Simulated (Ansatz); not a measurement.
Ideal-gas functions of BF₂H₃OSi (`B[Si](O)(F)F`) at 400 K and 1 bar, from an Ansatz frequency run at PBE0-D4/def2-TZVP.

Molar mass 95.92 g/mol, point group C1 (symmetry number 1), electronic degeneracy 1, moments of inertia 124.909, 138.045, 142.02 u Å². Harmonic wavenumbers (cm⁻¹, unscaled): 69, 170, 191, 223, 310, 342, 360, 631, 656, 771, 880, 906, 933, 980, 1176, 2610, 2700, 3913.

Use S(trans) = R[1.5 ln M + 2.5 ln T − 1.1517]; rotational temperatures θ = 24.2544 K / I; S(rot) = R[ln(√π/σ · √(T³/θAθBθC)) + 1.5]; for each mode x = 1.438777 ν̃/T, S = R[x/(eˣ − 1) − ln(1 − e⁻ˣ)] and H = RT x/(eˣ − 1); 1 cm⁻¹ = 0.0119627 kJ/mol; R = 8.31446 J/(mol·K).

By hand: the entropy, in J/(mol·K).

Translation 171.9. Rotation: θ = 0.1942, 0.1757, 0.1708 K, giving 113.3. Vibration, mode by mode: 19.92, 12.53, 11.60, 10.37, 7.83, 7.10, 6.72, 3.08, 2.87, 2.07, 1.52, 1.41, 1.30, 1.14, 0.64, 0.01, 0.01, 0.00, in all 90.1. Electronic 0.0. Sum 375.3 J/(mol·K).

By hand: H − E and G − E in kJ/mol, counted from the electronic energy.

Zero-point energy ½ × 17821 × 0.0119627 = 106.6; thermal vibration 19.1; translation, rotation and pV give 4 RT = 13.3. H − E = 139.0 kJ/mol, and G − E = 139.0 − 400 × 375.3/1000 = -11.1 kJ/mol.

Vibration gives 24 % of the entropy, 19.9 J/(mol·K) of it from the mode under 150 cm⁻¹: soft modes count most, and the harmonic formula is weakest for them. The sum counts one conformer and one mirror image; others add a mixing term.
